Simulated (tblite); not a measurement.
Species: C5H11OP.
Geometry (GFN2-xTB, Å), atoms numbered from 1 in this order:
```
atom  x, y, z in Å
C1    -2.6814   -0.6808   -0.0633
C2    -1.2595   -0.4236    0.4189
C3    -0.8594    1.0317    0.1970
P4     0.8665    1.4300    0.7372
C5     1.7788    0.3679   -0.4775
C6     3.0493   -0.2479    0.0381
O7     1.3873    0.2578   -1.6115
H8    -2.9453   -1.7269    0.0743
H9    -3.3911   -0.0704    0.4913
H10   -2.7712   -0.4404   -1.1199
H11   -1.1858   -0.6653    1.4832
H12   -0.5704   -1.0756   -0.1230
H13   -0.9015    1.2821   -0.8680
H14   -1.5415    1.7032    0.7270
H15    0.9690    0.4950    1.7716
H16    2.7995   -1.1799    0.5445
H17    3.7266   -0.4688   -0.7839
H18    3.5214    0.4181    0.7579
```

Method: GFN2-xTB as coded in tblite; computed harmonic values from a numerical Hessian at the method's own geometry, unscaled. The method is semi-empirical: single wavenumbers can be off by several per cent or more. Modes of hydrogen on phosphorus can be 10 to 20 % off. One conformer, not necessarily the lowest.

Harmonic wavenumbers (cm⁻¹): 47.7, 64.6, 73.8, 94.8, 173.6, 229.4, 237.3, 285.9, 367.7, 410.1, 488.4, 624.9, 706.6, 740.5, 784.7, 821.7, 879.6, 944.8, 970.8, 980.1, 1037.3, 1084.0, 1099.9, 1115.5, 1215.8, 1235.5, 1271.3, 1339.2, 1359.2, 1414.4, 1430.6, 1440.1, 1446.6, 1485.9, 1500.5, 1502.1, 1737.1, 2266.4, 2936.9, 2951.1, 2954.1, 2977.8, 3005.9, 3021.3, 3031.4, 3036.4, 3037.6, 3042.2.

A = 3490, B = 1204, C = 1060 MHz; mass 118.055 u (most abundant isotopes); point group C1, symmetry number 1.

Q: What is the zero-point energy?

A: Half the sum of the wavenumbers: 32452 cm⁻¹ = 388.20 kJ/mol.

Q: What is S at 298.15 K and 1 bar for an ideal gas of classical rigid rotors and harmonic oscillators?

A: Translation 168.36, rotation 119.95, vibration 123.47: S = 411.8 J/(mol K).

Q: And Cp and H(298.15 K) − H(0)?

A: Cp = 148.42 J/(mol K), of which vibrations give 115.16 (their classical limit is 48 R = 399.1); H(298.15 K) − H(0) = 28.34 kJ/mol without the zero-point energy, 18.42 from vibrations.

Q: Blend soft modes into free rotors: weight 1/[1 + (100 cm⁻¹/ν̃)⁴] for the oscillator and the rest for a rotor with moment μB/(μ + B), μ = h/(8π²ν), B = 10⁻⁴⁴ kg m². What vibrational entropy results?

A: 110.24 J/(mol K) in place of 123.47, which changes −T·S at 298.15 K by +3.94 kJ/mol.

Q: What must be added to the electronic energy to get the Gibbs energy at 298.15 K and 1 bar?

A: ZPE + [H(298.15 K) − H(0)] − T·S = 388.20 + 28.34 − 122.77 = 293.77 kJ/mol.

Q: Which modes carry the vibrational entropy at 298.15 K?

A: 47.7 cm⁻¹: 20.55; 64.6 cm⁻¹: 18.04; 73.8 cm⁻¹: 16.94; 94.8 cm⁻¹: 14.89; 173.6 cm⁻¹: 10.03; 229.4 cm⁻¹: 7.88 J/(mol K); the other 42 give 35.14 together.

Q: How do the functions run with temperature in this model?

A: 
```tsv
T (K)	S (J/(mol K))	Cp (J/(mol K))	H − H(0) (kJ/mol)	G − H(0) (kJ/mol)	ln q(vib)
100	293.7	80.7	5.75	-23.62	2.10
200	360.0	113.8	15.50	-56.50	4.90
300	412.7	149.1	28.61	-95.19	7.46
500	505.5	217.5	65.52	-187.21	12.29
800	624.3	288.1	142.22	-357.25	19.08
1000	692.2	319.6	203.15	-489.03	23.30
```

q(vib) and H(0) count from the zero-point level.

Hindered rotation and anharmonicity are outside this model. Other conformers, if any are populated, would add a mixing term that is left out. The structure is chiral; the term R ln 2 for an equal mix with its mirror image is left out.

Time: 0.46 s of wall time. Hardware: one thread of an Arm Neoverse V2, shared host. The figure is for the frequency step alone.
